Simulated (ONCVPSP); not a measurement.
**Which change was made? (V, ONCV)**

ONCVPSP 4.0.1 input, shortened (lines: element, Z, core and valence counts, functional; n l f; lmax; l rc ep ncon nbas qcut; lloc lpopt rc5 dvloc0; l nproj debl; icmod fcfact rcfact), PBE, scalar-relativistic:

```
  V 23.00    3    4        4      upf
    1    0    2.00
    2    0    2.00
    2    1    6.00
    3    0    2.00
    3    1    6.00
    3    2    3.00
    4    0    1.00
    2
    0    1.70    0.00    4    7    7.10
    1    1.10    0.00    5    8    6.10
    2    2.05    0.00    5   10    9.10
    4    5    1.00    2.00
    0    2    1.10
    1    1    3.60
    2    2    2.80
    3    2.25    1.25
```

Cutoffs, loose and tight: the cutoffs (Ha) at which the residual kinetic energy of the hardest occupied pseudo-wave falls to 1 and 0.1 mHa per electron. They do not see the model core or the augmentation charge, which bear on the density cutoff. Test errors are all-electron minus pseudo excitation energies from the reference, over the configurations 3s2 3p6 3d3 4s2; 3s2 3p6 3d3 4s0; 3s2 3p6 3d2 4s0; 3s2 3p6 3d3 4s1 4p1; variants that change the core or the reference have their own tests.

The base gives: outcome: generated; cutoff, loose: 37 Ha; cutoff, tight: 138 Ha; bound ghosts: none; GHOST(+) flags above zero: none; largest test error (meV): +78.

Problem. After one change the result is: outcome: generated; cutoff, loose: 58 Ha; cutoff, tight: 138 Ha; bound ghosts: none; GHOST(+) flags above zero: none; largest test error (meV): +193. Which change was it?
A. d: qcut 11.8
B. d: qcut 6.8
C. d: qcut 5.7

Solution. C. The others give: d: qcut 6.8 → outcome: generated; cutoff, loose: 37 Ha; cutoff, tight: 138 Ha; bound ghosts: none; GHOST(+) flags above zero: none; largest test error (meV): +137 | d: qcut 11.8 → outcome: generated; cutoff, loose: 37 Ha; cutoff, tight: 138 Ha; bound ghosts: none; GHOST(+) flags above zero: none; largest test error (meV): +60.
